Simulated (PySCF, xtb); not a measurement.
Si(OH)4 anion (H4O4Si), SMILES O[Si](O)(O)O (connectivity only; charge and spin as stated), charge -1, multiplicity 2. The values are those of a single conformer.

Harmonic wavenumbers (cm⁻¹) from xtb with GFN2-xTB at its own minimum, in rising order: 151, 186, 201, 261, 289, 325, 333, 351, 374, 435, 607, 674, 731, 788, 907, 934, 987, 3445, 3681, 3694, 3706.

### Question
What does ωB97X-D3(BJ)/def2-SVPD run with PySCF 2.14.0 give at its own minimum? (Estimate from the structure and the level; the computed values follow.)

### Answer
14, 162, 177, 294, 324, 342, 373, 444, 475, 512, 690, 717, 779, 847, 910, 948, 1007, 3886, 3916, 3919, 3931. Paired by order, the mean absolute difference is 94 cm⁻¹ and the zero-point energies are 33.0 and 35.3 kcal/mol.
